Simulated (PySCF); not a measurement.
Excitation energy of Bi by level of theory

Bi [Xe] 4f14 5d10 6s2 6p3 (4S) → Bi [Xe] 4f14 5d10 6s1 6p3 7s1 (6S), as a difference of total energies. All numbers are calculated (PySCF 2.14, a scalar-relativistic core potential, in aug-cc-pVTZ-PP with one added diffuse shell each of d, f type with ECP60MDF (6s5p5d3f, 67 functions)). Correlated levels: valence: 5s2 5p6 5d10 frozen. The calculations carry no spin-orbit coupling.

```json
{"method": "UHF", "excitation energy (eV)": "11.318"}
{"method": "MP2 (valence)", "excitation energy (eV)": "12.106"}
{"method": "SCS-MP2 (valence)", "excitation energy (eV)": "12.431"}
{"method": "CCSD (valence)", "excitation energy (eV)": "12.210"}
{"method": "CCSD(T) (valence)", "excitation energy (eV)": "12.243"}
```

Q: How much does correlation contribute at CCSD(T) (valence)?

A: 12.243 − (11.318) = 0.925 eV, measured against UHF.

Spin-orbit coupling is strong in these open shells (close to jj coupling). The scalar numbers leave it out and a first-order estimate fails, so it can dominate the gap to the real levels.

The upper state lies above the first ionisation limit. A Rydberg-like electron needs more diffuse functions than a valence basis has.

The promoted electron is Rydberg-like, and one or two diffuse shells describe it only roughly, which tends to raise the upper state.
